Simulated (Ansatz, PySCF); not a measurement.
ScBr₃, SMILES [Sc]([Br])([Br])[Br]. Atoms are numbered in the order given.

```xyz
4

Sc     0.0000     0.0000     0.0000
Br    -2.4252     0.0000     0.0000
Br     1.2126     2.1003     0.0000
Br     1.2126    -2.1003     0.0000
```
Charge 0, spin multiplicity 1.

Coordinates come from a B3LYP-D3(BJ)/def2-SVP optimisation.

Two levels are set side by side: PBE-D3(BJ)/def2-SVP (Ansatz, a first-principles code) and B3LYP-D3(BJ)/def2-SVP (Ansatz). Each level has its own optimised geometry; the coordinates shown are those of the second. Frequencies come from the Hessian of PySCF at each geometry. Differences are taken from unrounded values.

| quantity | B3LYP-D3(BJ) |
|---|---|
| mean bond length (Å) | 2.425 |
| bond Sc1–Br2 (Å) | 2.425 |
| bond Sc1–Br3 (Å) | 2.425 |
| bond Sc1–Br4 (Å) | 2.425 |
| highest harmonic wavenumber (cm⁻¹) | 388 |
| mean harmonic wavenumber (cm⁻¹) | 193 |
| zero-point energy (kcal/mol) | 1.66 |

Question: What does PBE-D3(BJ) give, and how far is it from B3LYP-D3(BJ)? (An estimate is asked for; the answer gives what the named calculation found.)

Answer: 
| quantity | PBE-D3(BJ) | PBE-D3(BJ) minus B3LYP-D3(BJ) |
|---|---|---|
| mean bond length (Å) | 2.425 | 0.000 |
| bond Sc1–Br2 (Å) | 2.425 | 0.000 |
| bond Sc1–Br3 (Å) | 2.425 | 0.000 |
| bond Sc1–Br4 (Å) | 2.425 | 0.000 |
| highest harmonic wavenumber (cm⁻¹) | 381 | -6 |
| mean harmonic wavenumber (cm⁻¹) | 187 | -6 |
| zero-point energy (kcal/mol) | 1.61 | -0.05 |
